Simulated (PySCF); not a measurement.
Compound: C3H8GeS.
Bonds: C1–C2 (double), C2–Ge3, Ge3–S4, S4–C5. Hydrogens: H6, H7 on C1; H8 on C2; H9, H10 on Ge3; H11, H12, H13 on C5.

Computed by this run: PySCF, PBE0-D3(BJ)/def2-SVP geometry optimisation, gas phase; density fitting, grid level 1; the optimiser is geomeTRIC in internal coordinates, started from a GFN2-xTB structure with every atom displaced at random (about 0.01 Å).

Step 0: E = -70567.3300 eV
```
atom  x, y, z in Å  |  force x, y, z in eV/Å
C1      1.5402    0.7762    0.7028   -0.005   1.664  -0.860
C2      1.0833   -0.4473    0.5741   -0.563  -1.178  -0.840
Ge3     0.2443   -1.1458   -1.0662    0.874   0.401   0.887
S4     -1.8734   -1.4493   -0.7507   -1.031  -0.198   0.169
C5     -2.3621    0.2408   -0.2674   -0.149  -0.673  -0.001
H6      1.4658    1.5001   -0.1306    0.095  -0.169   0.202
H7      1.9604    1.1812    1.6121    0.285   0.036   0.535
H8      1.1635   -1.1127    1.4164   -0.035  -0.559   0.575
H9      0.4818   -0.1457   -2.1633    0.104   0.554  -0.524
H10     0.8172   -2.4842   -1.4521    0.164  -0.553  -0.104
H11    -3.4289    0.2255   -0.0208   -0.124  -0.036  -0.135
H12    -2.1636    0.9340   -1.0710   -0.031   0.492  -0.519
H13    -1.8243    0.5541    0.6133    0.417   0.219   0.615
```

Step 1: E = -70567.4466 eV
```
atom  x, y, z in Å  |  force x, y, z in eV/Å
C1      1.5303    0.7953    0.6785    0.046  -0.190   0.137
C2      1.0611   -0.4531    0.5687    0.114   0.072   0.092
Ge3     0.2828   -1.1353   -1.0650   -0.116  -0.052  -0.203
S4     -1.9091   -1.4653   -0.7291    0.253  -0.027  -0.104
C5     -2.3665    0.2258   -0.2527    0.080   0.160   0.049
H6      1.5348    1.4848   -0.1681   -0.033   0.118  -0.106
H7      1.9560    1.1756    1.6162   -0.041  -0.011  -0.046
H8      1.0913   -1.1154    1.4447   -0.041   0.032  -0.045
H9      0.5150   -0.0747   -2.1884   -0.066  -0.209   0.204
H10     0.8494   -2.5228   -1.4590   -0.083   0.188   0.040
H11    -3.4373    0.2125   -0.0094   -0.017   0.001  -0.002
H12    -2.1987    0.9403   -1.0754   -0.040  -0.061   0.051
H13    -1.8049    0.5591    0.6355   -0.057  -0.021  -0.065
```

**Question.** Estimate the geometry and energy of step 2. (The exact step hangs on the optimiser's Hessian estimate; all steps are aligned on step 1, rigid shifts and turns removed.)

**Answer.** E = -70567.4548 eV, largest force 0.091 eV/Å
```
atom  x, y, z in Å  |  force x, y, z in eV/Å
C1      1.5394    0.7917    0.6799   -0.025   0.000   0.007
C2      1.0732   -0.4563    0.5695    0.030   0.010  -0.011
Ge3     0.2836   -1.1375   -1.0631   -0.085   0.001   0.033
S4     -1.8985   -1.4626   -0.7338    0.081   0.014  -0.028
C5     -2.3663    0.2295   -0.2562   -0.001   0.034   0.012
H6      1.5244    1.4943   -0.1620    0.010  -0.019   0.005
H7      1.9589    1.1721    1.6183    0.003   0.008   0.000
H8      1.0999   -1.1182    1.4438   -0.002  -0.003  -0.004
H9      0.5057   -0.0910   -2.1762   -0.004   0.000   0.000
H10     0.8396   -2.5138   -1.4607    0.001  -0.010  -0.001
H11    -3.4371    0.2076   -0.0115   -0.001  -0.008   0.000
H12    -2.2102    0.9415   -1.0802   -0.007  -0.014  -0.007
H13    -1.8086    0.5695    0.6288    0.000  -0.013  -0.006
```

The energy changes by -0.0081 eV. The first-order estimate −F·Δx gives -0.0154 eV and the mean of the old and new forces, exact on a quadratic surface, -0.0082 eV. The step makes an angle of 57° with the force vector and moves no atom by more than 0.022 Å.

The cost below is that of the whole optimisation. Time: 43 s of wall time; peak memory 0.55 GiB. Hardware: an Arm Neoverse V1 with one thread, shared host with 32 logical CPUs at a one-minute load of 15.
